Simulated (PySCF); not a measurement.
BCl₂, SMILES Cl[B+]Cl, charge +1.

Coordinates come from a PBE-D3(BJ)/def2-TZVP optimisation.

These are PBE-D3(BJ)/def2-TZVP (PySCF) values and carry that method's errors.

Frequencies are harmonic and unscaled.

Modes within 1.5 cm⁻¹ of each other (mostly degenerate sets) share a row, with their intensities summed.

```
mode  ν (cm⁻¹)  IR (km/mol)  moving atoms (share of kinetic energy)
----  --------  -----------  --------------------------------------
1–2        316         22.7                         B 87 %, Cl 13 %
3          551          0.0                                Cl 100 %
4         1454        482.6                         B 87 %, Cl 13 %
```
